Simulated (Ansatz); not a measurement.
The same redistribution along the group B, Al, Ga, In.

Computed with Ansatz on PBE0-D4/def2-TZVP structures; ΔE is electronic, products minus reactants. CBS: MP2 limit from def2 TZ/QZ plus the TZ coupled-cluster correction, frozen cores. Functionals use def2-TZVPP. Elements past krypton have def2 core potentials. For Ga, I, In outer-core shells are correlated without core-valence functions, which leaves a few kJ/mol of doubt a bond. Scalar relativity is left out up to krypton. One conformer a species, not always the lowest.

```tsv
reaction	r2SCAN-D4 (kJ/mol)	CCSD(T)/CBS(def2) (kJ/mol)
`ClB(Cl)I` + `CO[SiH](C)[SiH3]` → `COB(Cl)Cl` + `C[SiH]([SiH3])I`	-95	-93
`[Cl][Al]([Cl])[I]` + `CO[SiH](C)[SiH3]` → `C[O][Al]([Cl])[Cl]` + `C[SiH]([SiH3])I`	4	5
`[Cl][Ga]([Cl])[I]` + `CO[SiH](C)[SiH3]` → `C[O][Ga]([Cl])[Cl]` + `C[SiH]([SiH3])I`	65	63
`[Cl][In]([Cl])[I]` + `CO[SiH](C)[SiH3]` → `C[O][In]([Cl])[Cl]` + `C[SiH]([SiH3])I`	114	113
```

Largest T1 diagnostic: 0.015, for `C[O][In]([Cl])[Cl]`.
